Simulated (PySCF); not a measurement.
## BeB at PBE0

Level: PBE0. PySCF, no relativity, basis sets Be 3-21G, B 3-21G.

| Property | Result |
| --- | --- |
| state | ⁴Π (quartet), unpaired electrons σ ↑↑, π ↑, a second solution, started from another occupation |
| bond length | 1.842 Å |
| harmonic wavenumber | 820 cm⁻¹ |
| force constant | 1.96 mdyn/Å |
| rotational constant Be | 1.002 cm⁻¹ |
| anharmonicity ωexe | 6.02 cm⁻¹ |
| vibration–rotation constant αe | 0.0111 cm⁻¹ |
| energy of the minimum from ground-state Be + B | -0.93 eV |
| bond order (Mayer) | 1.05 |
| dipole moment (positive dipole means Be(−)B(+)) | 0.29 D |

3-21G is very small, so such numbers show the basis as much as the molecule.
